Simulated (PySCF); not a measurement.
PySCF input for GeHFBr₂, SMILES [F][GeH]([Br])[Br], HF/pcSseg-1. Geometry: B3LYP-D3(BJ)/def2-SVP. This is a generated structure with no PubChem entry under its InChIKey; it may be hypothetical.

```python
import numpy as np
from pyscf import gto, scf, dft
from pyscf.prop.nmr import rhf as nmr

mol = gto.M(
    atom='''
    Ge    0.35397033   -0.65562545   -0.00000000
    F    -0.73629024   -2.00655538   -0.00000001
    Br   -0.09264211    0.57485160   -1.88812705
    Br   -0.09264211    0.57485159    1.88812706
    H     1.78450894   -1.20059866   -0.00000000
    ''',
    basis='pcSseg-1',
    charge=0,
    spin=0,
    max_memory=1600,
    verbose=3,
)
mf = scf.RHF(mol)
mf.conv_tol = 1e-10
mf.max_cycle = 100
mf.kernel()
n = nmr.NMR(mf)
n.verbose = 2
n.max_cycle_cphf = 60
sigma = n.kernel()
print('atom   isotropic/ppm   span/ppm')
for i, s in enumerate(sigma):
    w = np.linalg.eigvalsh((s + s.T) / 2)
    print(f'{mol.atom_symbol(i):2s}{i + 1:3d} {w.mean():14.3f} {w[2] - w[0]:11.3f}')
```

Program output:

```
converged SCF energy = -7319.4918749725
atom   isotropic/ppm   span/ppm
Ge  1       1433.084      72.695
F   2        362.952      87.158
Br  3       2574.247     640.744
Br  4       2574.247     640.744
H   5         25.379      20.262
```

Self-consistency was reached.
